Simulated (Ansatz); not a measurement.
Ansatz (an electronic-structure program) input file for C2H4ClNOSi, SMILES C[Si@@H](Cl)OC#N, PBE0-D3(BJ)/def2-SVP. 

Ansatz 0.2 input:
```yaml
crystal:
  periodic: [false, false, false]
  atoms:
    - {symbol: C, position_ang: [-1.77102920, 0.19593036, 1.05099052]}
    - {symbol: Si, position_ang: [-0.31142520, -0.61295271, 0.15614260]}
    - {symbol: Cl, position_ang: [-0.66442244, -0.93039723, -1.78389999]}
    - {symbol: O, position_ang: [0.95470013, 0.45836358, 0.09154992]}
    - {symbol: C, position_ang: [1.58260957, 1.19253135, 0.89279331]}
    - {symbol: N, position_ang: [2.16772988, 1.87172303, 1.60231981]}
    - {symbol: H, position_ang: [-1.49828818, 0.49695683, 2.05980570]}
    - {symbol: H, position_ang: [-2.61715994, -0.47978685, 1.12757533]}
    - {symbol: H, position_ang: [-2.11266939, 1.08720270, 0.52644288]}
    - {symbol: H, position_ang: [0.20205942, -1.80602187, 0.81513869]}
basis:
  gaussian:
    orbitals: def2-SVP
hamiltonian:
  xc: pbe0
  dispersion: d3bj
relax: {f_tol: 0.002, max_steps: 200}
```

Output:

```
[...]
relax step  32: F+E_penalty+E_count = -26053.83941204 eV  Δ(F+E_penalty+E_count) = -5.209e-3 eV  max|allowed force component| = 1.690e-1 eV/Å  Δτ_max = 0.1688 Å  (30 SCF iters, accepted)
these checks for a lower state are left out or cut short: starts, cluster_reference, orbital_swaps, neighbouring_geometries, increment
integrals: 0.07 GiB planned
1186 factors; integrals over basis functions are off by at most 5.5e-4 eV
mean field: 0.53 GiB planned
mean field -26053.61598596 eV, -957.4527277088 hartree, gradient 2.2e-5 eV, S^2 0.000000; 0 other end points of the search recorded, 0 dependent functions left out
the calculation of the forces begins
reference -26053.61601099 eV, -957.4527286286 hartree; 31, 31 occupied and 81, 81 virtual orbitals, 1186 factors
relax step  33: F+E_penalty+E_count = -26053.84557008 eV  Δ(F+E_penalty+E_count) = -6.158e-3 eV  max|allowed force component| = 1.858e-1 eV/Å  Δτ_max = 0.0261 Å  (31 SCF iters, accepted)
these checks for a lower state are left out or cut short: starts, cluster_reference, orbital_swaps, neighbouring_geometries, increment
integrals: 0.07 GiB planned
1186 factors; integrals over basis functions are off by at most 5.7e-4 eV
mean field: 0.53 GiB planned
mean field -26053.60669192 eV, -957.4523861590 hartree, gradient 1.2e-5 eV, S^2 0.000000; 0 other end points of the search recorded, 0 dependent functions left out
the calculation of the forces begins
reference -26053.60671702 eV, -957.4523870815 hartree; 31, 31 occupied and 81, 81 virtual orbitals, 1186 factors
relax step  34: F+E_penalty+E_count = -26053.83620598 eV  Δ(F+E_penalty+E_count) = +9.364e-3 eV  max|allowed force component| = 1.661e0 eV/Å  Δτ_max = 0.1952 Å  (31 SCF iters, rejected (line search))
these checks for a lower state are left out or cut short: starts, cluster_reference, orbital_swaps, neighbouring_geometries, increment
integrals: 0.07 GiB planned
1186 factors; integrals over basis functions are off by at most 5.7e-4 eV
mean field: 0.53 GiB planned
mean field -26053.62414626 eV, -957.4530275943 hartree, gradient 2.3e-5 eV, S^2 0.000000; 0 other end points of the search recorded, 0 dependent functions left out
the calculation of the forces begins
reference -26053.62417134 eV, -957.4530285160 hartree; 31, 31 occupied and 81, 81 virtual orbitals, 1186 factors
relax step  35: F+E_penalty+E_count = -26053.85443593 eV  Δ(F+E_penalty+E_count) = -8.866e-3 eV  max|allowed force component| = 1.217e-1 eV/Å  Δτ_max = 0.0937 Å  (30 SCF iters, accepted)
these checks for a lower state are left out or cut short: starts, cluster_reference, orbital_swaps, neighbouring_geometries, increment
integrals: 0.07 GiB planned
1186 factors; integrals over basis functions are off by at most 5.9e-4 eV
mean field: 0.53 GiB planned
mean field evaluation 256: about -26053.5928 eV, gradient 1.5e-1 eV
mean field -26053.62981098 eV, -957.4532357691 hartree, gradient 9.4e-6 eV, S^2 0.000000; 0 other end points of the search recorded, 0 dependent functions left out
the calculation of the forces begins
reference -26053.62983598 eV, -957.4532366877 hartree; 31, 31 occupied and 81, 81 virtual orbitals, 1186 factors
relax step  36: F+E_penalty+E_count = -26053.86064590 eV  Δ(F+E_penalty+E_count) = -6.210e-3 eV  max|allowed force component| = 1.962e-1 eV/Å  Δτ_max = 0.1000 Å  (31 SCF iters, accepted)
these checks for a lower state are left out or cut short: starts, cluster_reference, orbital_swaps, neighbouring_geometries, increment
integrals: 0.07 GiB planned
1186 factors; integrals over basis functions are off by at most 6.1e-4 eV
mean field: 0.53 GiB planned
mean field -26053.62929581 eV, -957.4532168370 hartree, gradient 1.3e-5 eV, S^2 0.000000; 0 other end points of the search recorded, 0 dependent functions left out
the calculation of the forces begins
reference -26053.62932052 eV, -957.4532177450 hartree; 31, 31 occupied and 81, 81 virtual orbitals, 1186 factors
relax step  37: F+E_penalty+E_count = -26053.86090791 eV  Δ(F+E_penalty+E_count) = -2.620e-4 eV  max|allowed force component| = 7.937e-1 eV/Å  Δτ_max = 0.1233 Å  (31 SCF iters, accepted)
these checks for a lower state are left out or cut short: starts, cluster_reference, orbital_swaps, neighbouring_geometries, increment
integrals: 0.07 GiB planned
1186 factors; integrals over basis functions are off by at most 6.1e-4 eV
mean field: 0.53 GiB planned
mean field -26053.63393753 eV, -957.4533874170 hartree, gradient 2.2e-5 eV, S^2 0.000000; 0 other end points of the search recorded, 0 dependent functions left out
the calculation of the forces begins
reference -26053.63396225 eV, -957.4533883253 hartree; 31, 31 occupied and 81, 81 virtual orbitals, 1186 factors
relax step  38: F+E_penalty+E_count = -26053.86525932 eV  Δ(F+E_penalty+E_count) = -4.351e-3 eV  max|allowed force component| = 2.396e-1 eV/Å  Δτ_max = 0.0198 Å  (32 SCF iters, accepted)
these checks for a lower state are left out or cut short: starts, cluster_reference, orbital_swaps, neighbouring_geometries, increment
integrals: 0.07 GiB planned
1186 factors; integrals over basis functions are off by at most 6.0e-4 eV
mean field: 0.53 GiB planned
mean field -26053.63540316 eV, -957.4534412777 hartree, gradient 2.2e-5 eV, S^2 0.000000; 0 other end points of the search recorded, 0 dependent functions left out
the calculation of the forces begins
reference -26053.63542789 eV, -957.4534421865 hartree; 31, 31 occupied and 81, 81 virtual orbitals, 1186 factors
relax step  39: F+E_penalty+E_count = -26053.86689834 eV  Δ(F+E_penalty+E_count) = -1.639e-3 eV  max|allowed force component| = 2.446e-2 eV/Å  Δτ_max = 0.0424 Å  (32 SCF iters, accepted)
these checks for a lower state are left out or cut short: starts, cluster_reference, orbital_swaps, neighbouring_geometries, increment
integrals: 0.07 GiB planned
1186 factors; integrals over basis functions are off by at most 6.0e-4 eV
mean field: 0.53 GiB planned
mean field evaluation 288: about -26053.6361 eV, gradient 2.2e-5 eV
mean field -26053.63607852 eV, -957.4534660968 hartree, gradient 2.2e-5 eV, S^2 0.000000; 0 other end points of the search recorded, 0 dependent functions left out
the calculation of the forces begins
reference -26053.63610328 eV, -957.4534670067 hartree; 31, 31 occupied and 81, 81 virtual orbitals, 1186 factors
relax step  40: F+E_penalty+E_count = -26053.86747600 eV  Δ(F+E_penalty+E_count) = -5.777e-4 eV  max|allowed force component| = 2.945e-2 eV/Å  Δτ_max = 0.0406 Å  (31 SCF iters, accepted)
these checks for a lower state are left out or cut short: starts, cluster_reference, orbital_swaps, neighbouring_geometries, increment
integrals: 0.07 GiB planned
1186 factors; integrals over basis functions are off by at most 6.1e-4 eV
mean field: 0.53 GiB planned
mean field -26053.63633017 eV, -957.4534753447 hartree, gradient 2.1e-5 eV, S^2 0.000000; 0 other end points of the search recorded, 0 dependent functions left out
the calculation of the forces begins
reference -26053.63635497 eV, -957.4534762561 hartree; 31, 31 occupied and 81, 81 virtual orbitals, 1186 factors
relax step  41: F+E_penalty+E_count = -26053.86764264 eV  Δ(F+E_penalty+E_count) = -1.666e-4 eV  max|allowed force component| = 8.587e-2 eV/Å  Δτ_max = 0.0394 Å  (31 SCF iters, accepted)
these checks for a lower state are left out or cut short: starts, cluster_reference, orbital_swaps, neighbouring_geometries, increment
integrals: 0.07 GiB planned
1186 factors; integrals over basis functions are off by at most 6.1e-4 eV
mean field: 0.53 GiB planned
mean field -26053.63636092 eV, -957.4534764748 hartree, gradient 8.4e-6 eV, S^2 0.000000; 0 other end points of the search recorded, 0 dependent functions left out
the calculation of the forces begins
reference -26053.63638571 eV, -957.4534773859 hartree; 31, 31 occupied and 81, 81 virtual orbitals, 1186 factors
relax step  42: F+E_penalty+E_count = -26053.86775486 eV  Δ(F+E_penalty+E_count) = -1.122e-4 eV  max|allowed force component| = 2.692e-2 eV/Å  Δτ_max = 0.0052 Å  (26 SCF iters, accepted)
these checks for a lower state are left out or cut short: starts, cluster_reference, orbital_swaps, neighbouring_geometries, increment
integrals: 0.07 GiB planned
1186 factors; integrals over basis functions are off by at most 6.1e-4 eV
mean field: 0.53 GiB planned
mean field -26053.63631394 eV, -957.4534747483 hartree, gradient 6.7e-6 eV, S^2 0.000000; 0 other end points of the search recorded, 0 dependent functions left out
the calculation of the forces begins
reference -26053.63633872 eV, -957.4534756591 hartree; 31, 31 occupied and 81, 81 virtual orbitals, 1186 factors
relax step  43: F+E_penalty+E_count = -26053.86780207 eV  Δ(F+E_penalty+E_count) = -4.721e-5 eV  max|allowed force component| = 8.680e-3 eV/Å  Δτ_max = 0.0056 Å  (25 SCF iters, accepted)
these checks for a lower state are left out or cut short: starts, cluster_reference, orbital_swaps, neighbouring_geometries, increment
integrals: 0.07 GiB planned
1186 factors; integrals over basis functions are off by at most 6.1e-4 eV
mean field: 0.53 GiB planned
mean field -26053.63635030 eV, -957.4534760845 hartree, gradient 2.2e-5 eV, S^2 0.000000; 0 other end points of the search recorded, 0 dependent functions left out
the calculation of the forces begins
reference -26053.63637509 eV, -957.4534769956 hartree; 31, 31 occupied and 81, 81 virtual orbitals, 1186 factors
relax step  44: F+E_penalty+E_count = -26053.86780912 eV  Δ(F+E_penalty+E_count) = -7.045e-6 eV  max|allowed force component| = 7.091e-3 eV/Å  Δτ_max = 0.0054 Å  (24 SCF iters, accepted)
these checks for a lower state are left out or cut short: starts, cluster_reference, orbital_swaps, neighbouring_geometries, increment
integrals: 0.07 GiB planned
1186 factors; integrals over basis functions are off by at most 6.1e-4 eV
mean field: 0.53 GiB planned
mean field evaluation 320: about -26053.6363 eV, gradient 1.1e-5 eV
mean field -26053.63632098 eV, -957.4534750071 hartree, gradient 1.1e-5 eV, S^2 0.000000; 0 other end points of the search recorded, 0 dependent functions left out
the calculation of the forces begins
reference -26053.63634577 eV, -957.4534759181 hartree; 31, 31 occupied and 81, 81 virtual orbitals, 1186 factors
relax step  45: F+E_penalty+E_count = -26053.86781243 eV  Δ(F+E_penalty+E_count) = -3.311e-6 eV  max|allowed force component| = 1.670e-3 eV/Å  Δτ_max = 0.0023 Å  (25 SCF iters, accepted)
integrals: 0.07 GiB planned
1186 factors; integrals over basis functions are off by at most 6.1e-4 eV
mean field: 0.53 GiB planned
mean field -26053.63632098 eV, -957.4534750071 hartree, gradient 1.1e-5 eV, S^2 0.000000; 1 other end points of the search recorded, 0 dependent functions left out
the calculation of the forces begins
reference -26053.63634577 eV, -957.4534759181 hartree; 31, 31 occupied and 81, 81 virtual orbitals, 1186 factors
Total energy: -26053.86783722 eV, -957.4619830718 hartree
Atom 0 at    -1.651815     0.150976     1.165310 Å, force     0.000003    -0.000007    -0.000206 eV/Å
Atom 1 at    -0.296961    -0.714066     0.257120 Å, force     0.000701    -0.000038    -0.000668 eV/Å
Atom 2 at    -0.521084    -0.500300    -1.770656 Å, force    -0.000556    -0.000114    -0.000134 eV/Å
Atom 3 at     1.200564     0.006874     0.686811 Å, force    -0.000142    -0.000807     0.000738 eV/Å
Atom 4 at     1.426057     1.264665     0.745179 Å, force    -0.000266    -0.001340     0.000169 eV/Å
Atom 5 at     1.647671     2.402871     0.812823 Å, force     0.000114     0.001670    -0.000114 eV/Å
Atom 6 at    -1.516002     0.043100     2.252518 Å, force     0.000129    -0.000156     0.000348 eV/Å
Atom 7 at    -2.631150    -0.267248     0.888151 Å, force     0.000008     0.000108     0.000023 eV/Å
Atom 8 at    -1.649832     1.223565     0.916278 Å, force    -0.000175     0.000473    -0.000151 eV/Å
Atom 9 at    -0.075342    -2.136888     0.585325 Å, force     0.000185     0.000211    -0.000004 eV/Å
Dipole moment:    -0.661464    -0.714340     0.177352 e Å
```

Self-consistency was reached.

Cost: roughly 7 core-minutes.
